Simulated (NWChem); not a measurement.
System: CH7NO2Si; SMILES C[Si](N)(O)O

Parts of the log:

```
             Northwest Computational Chemistry Package (NWChem) 7.3.0
             --------------------------------------------------------

                             Geometry "geometry" -> ""
                             -------------------------

 Output coordinates in angstroms (scale by  1.889725989 to convert to a.u.)

  No.       Tag          Charge          X              Y              Z
 ---- ---------------- ---------- -------------- -------------- --------------
    1 C                    6.0000     0.54476800     1.81260800     0.09147300
    2 Si                  14.0000     0.07508300     0.01589700     0.00279400
    3 N                    7.0000    -1.63424900    -0.06920400    -0.22027500
    4 O                    8.0000     0.99682900    -0.69179100    -1.18888600
    5 O                    8.0000     0.45699400    -0.87699200     1.36165300
    6 H                    1.0000    -0.06669000     2.36128100     0.82400600
    7 H                    1.0000     1.60186900     1.91298600     0.38023000
    8 H                    1.0000     0.42264100     2.29766000    -0.88993100
    9 H                    1.0000    -2.07176800    -0.95776200    -0.44109800
   10 H                    1.0000    -2.09772600     0.68082500    -0.72128800
   11 H                    1.0000     1.34852000    -1.55552500    -0.95437800
   12 H                    1.0000    -0.20234400    -0.83764800     2.06005700

 Effective nuclear repulsion energy (a.u.)     259.3708882708

                                 NWChem DFT Module
                                 -----------------

 Summary of "ao basis" -> "ao basis" (spherical)
 ------------------------------------------------------------------------------
       Tag                 Description            Shells   Functions and Types
 ---------------- ------------------------------  ------  ---------------------
 C                          def2-svp                 6       14   3s2p1d
 Si                         def2-svp                 8       18   4s3p1d
 N                          def2-svp                 6       14   3s2p1d
 O                          def2-svp                 6       14   3s2p1d
 H                          def2-svp                 3        5   2s1p

            General Information
            -------------------
          SCF calculation type: DFT
          Wavefunction type:  closed shell.
          No. of atoms     :    12
          No. of electrons :    50
           Alpha electrons :    25
            Beta electrons :    25
          Charge           :     0
          Spin multiplicity:     1
          Use of symmetry is: off; symmetry adaption is: off
          Maximum number of iterations: 150
          AO basis - number of functions:   109
                     number of shells:    53
          Convergence on energy requested:  1.00D-06
          Convergence on density requested:  1.00D-05
          Convergence on gradient requested:  5.00D-04

              XC Information
              --------------
                         B3LYP Method XC Potential
                     Hartree-Fock (Exact) Exchange  0.200
                        Slater Exchange Functional  0.800 local
                    Becke 1988 Exchange Functional  0.720 non-local
              Lee-Yang-Parr Correlation Functional  0.810
                  VWN I RPA Correlation Functional  0.190 local

[...]

                     NWChem Electrostatic Potential Fit Module
                     -----------------------------------------

 Atom parameters

 Number of atoms is                                   12
 Number of basis functions is                        109

 Grid parameters

 Maximum number of grid points is                  46261
 Number of grid points is                          46260
 Grid range                                     0.300000 nm
 Grid spacing                                   0.020000 nm
 Probe radius                                   0.070000 nm
 Atom radius factor                             1.000000

 Atomic radii

    1    0.100000
    6    0.147000
    7    0.140000
    8    0.136000
   14    0.187000
 FASTESP  F
  using M.O. file = ./job.movecs

    Atom              Coordinates                           Charge

                                                  ESP

    1 C     0.054477    0.181261    0.009147   -0.377852
    2 Si    0.007508    0.001590    0.000279    1.221148
    3 N    -0.163425   -0.006920   -0.022028   -1.032869
    4 O     0.099683   -0.069179   -0.118889   -0.786690
    5 O     0.045699   -0.087699    0.136165   -0.757775
    6 H    -0.006669    0.236128    0.082401    0.053865
    7 H     0.160187    0.191299    0.038023    0.069663
    8 H     0.042264    0.229766   -0.088993    0.089081
    9 H    -0.207177   -0.095776   -0.044110    0.357135
   10 H    -0.209773    0.068083   -0.072129    0.342988
   11 H     0.134852   -0.155553   -0.095438    0.429009
   12 H    -0.020234   -0.083765    0.206006    0.392296
                                            ------------
                                               -0.000000

 Dipole moment                                  0.721360

 Quadrupole moment Qxx                         -0.980098
                   Qyy                          4.541391
                   Qzz                         -3.561293

 RMS deviation kJ/mol                           0.045526

 RRMS %                                        23.033630
```

Level: B3LYP/def2-SVP. The geometry was optimised at PBE0/def2-SVP. No frequency run checked for a minimum. B3LYP is NWChem's, with the RPA form of VWN correlation.

Which NWChem input produces such a log?

One answer among several that fit: the input that was run:
```
start job
memory heap 200 mb stack 900 mb global 1100 mb
geometry units angstroms noautosym nocenter noautoz
  C      0.544768     1.812608     0.091473
  Si     0.075083     0.015897     0.002794
  N     -1.634249    -0.069204    -0.220275
  O      0.996829    -0.691791    -1.188886
  O      0.456994    -0.876992     1.361653
  H     -0.066690     2.361281     0.824006
  H      1.601869     1.912986     0.380230
  H      0.422641     2.297660    -0.889931
  H     -2.071768    -0.957762    -0.441098
  H     -2.097726     0.680825    -0.721288
  H      1.348520    -1.555525    -0.954378
  H     -0.202344    -0.837648     2.060057
end
basis spherical
  * library def2-svp
end
dft
  xc b3lyp
  iterations 150
  mulliken
end
task dft energy
esp
  recalculate
  probe 0.07
  range 0.3
  factor 1.0
  spacing 0.02
end
task esp
```
